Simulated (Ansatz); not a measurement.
One change: `ClCI` becomes `[AlH2][CH2]Cl`.

Ansatz, PBE0-D4/def2-TZVP geometries, multiplicity 1. 

Elements past krypton have def2 core potentials.

```json
{"property": "HOMO energy (B3LYP/def2-TZVPP) / eV", "`ClCI`": "-7.39"}
{"property": "LUMO energy (PBE/def2-TZVPP) / eV", "`ClCI`": "-2.30"}
{"property": "HOMO–LUMO gap (PBE/def2-TZVPP) / eV", "`ClCI`": "4.16"}
{"property": "HOMO energy (ωB97M-V/def2-TZVPP) / eV", "`ClCI`": "-9.82"}
{"property": "size of the dipole moment (B3LYP/def2-TZVPP) / D", "`ClCI`": "1.40"}
{"property": "HOMO–LUMO gap (PBE0/def2-TZVPP) / eV", "`ClCI`": "6.24"}
```

Problem. Give the same properties after the change, and the shifts. (An estimate is asked.)

Solution. Computed: 
```tsv
property	`[AlH2][CH2]Cl`	shift
HOMO energy (B3LYP/def2-TZVPP) / eV	-7.32	0.07
LUMO energy (PBE/def2-TZVPP) / eV	-2.42	-0.12
HOMO–LUMO gap (PBE/def2-TZVPP) / eV	3.82	-0.34
HOMO energy (ωB97M-V/def2-TZVPP) / eV	-9.77	0.05
size of the dipole moment (B3LYP/def2-TZVPP) / D	1.71	0.31
HOMO–LUMO gap (PBE0/def2-TZVPP) / eV	5.90	-0.34
```

With PBE0 the HOMO rises by 0.09 eV and the LUMO falls by 0.26 eV, so the gap narrows by about 0.35 eV. PBE moves the HOMO by 0.22 eV and ωB97M-V by 0.05 eV. Dipoles are sizes alone; their direction can turn.

B3LYP here is the variant with VWN-RPA as its local correlation; programs differ in this.

Spin–orbit coupling is left out; it splits and shifts lone-pair levels of the heavy atoms by tenths of an eV.
